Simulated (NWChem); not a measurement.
Species: K cation

Program: NWChem. Pople sets run with spherical d functions. Total energies compare along this basis series because the functional is fixed.

```
level           basis functions  energy (Ha)  highest occupied level (eV)  orbital gap (eV)
--------------  ---------------  -----------  ---------------------------  ----------------
PBE/STO-3G                   13    -593.4280                       -24.73             19.08
PBE/3-21G                    17    -596.5067                       -24.93             19.08
PBE/6-31G*                   22    -599.4909                       -25.13             19.25
PBE/6-31+G*                  26    -599.4910                       -25.12             19.25
PBE/6-311G**                 39    -599.5288                       -24.88             18.83
PBE/6-311++G**               43    -599.5288                       -24.88             18.81
```
